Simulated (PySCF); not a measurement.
Correlation energy of Ne(2+) (neon, charge +2)

[He] 2s1 2p4 3s1, high-spin 5P determinant (an excited configuration). Computed with PySCF 2.14 in x2c-QZVPPall with one added diffuse shell each of s, p, d, f type (8s5p4d3f1g, 73 functions), with the spin-free X2C one-electron Hamiltonian (Gaussian nucleus). Frozen: nothing; 8 electrons correlated.

```
  level  correlation energy (mhartree)
   CCSD                        -149.06
    (T)                          -3.06
CCSD(T)                        -152.12
```

Diagnostics: T1 = 0.0025, D1 = 0.0079, largest double amplitude 0.130.

Is a single reference adequate?

Mostly. T1 lies below 0.03, but a double amplitude of this size points to a near-degeneracy that CCSD handles and MP2 describes poorly.

This basis was not built for core-valence correlation, so the inner-shell part is incomplete.
